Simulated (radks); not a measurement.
Question: Ni V, 24 electrons, occupied as [Ar] 3d6. Method: scalar-relativistic Kohn-Sham, r2SCAN, spin-polarised, spherical densities, finite nucleus; open shells are filled with parallel spins first; meta-GGA in the generalised Kohn-Sham scheme; Fermi nuclear charge, rms radius 3.7757 fm; computed with a radial shooting solver on a logarithmic mesh with Libxc functionals. Some entries of the table are withheld. Estimate them.

orbital  occ.  eigenvalue (eV)  <r> (bohr)
1s down     1        -8302.409     0.05410
1s up       1        -8302.387     0.05410
2s up       1        -1058.005      0.2447
2s down     1        -1054.525      0.2442
2p up       3              (1)      0.2155
2p down     3              (2)      0.2149
3s up       1              (3)      0.7261
3s down     1              (4)      0.7309
3p up       3        -137.9357         (5)
3p down     3        -131.1664         (6)
3d up       5         -71.2568      0.8282
3d down     1         -64.4855      0.8538

Answer: 
(1) 2p up eigenvalue (eV): -917.3232
(2) 2p down eigenvalue (eV): -914.6940
(3) 3s up eigenvalue (eV): -179.6314
(4) 3s down eigenvalue (eV): -172.8378
(5) 3p up <r> (bohr): 0.7545
(6) 3p down <r> (bohr): 0.7616
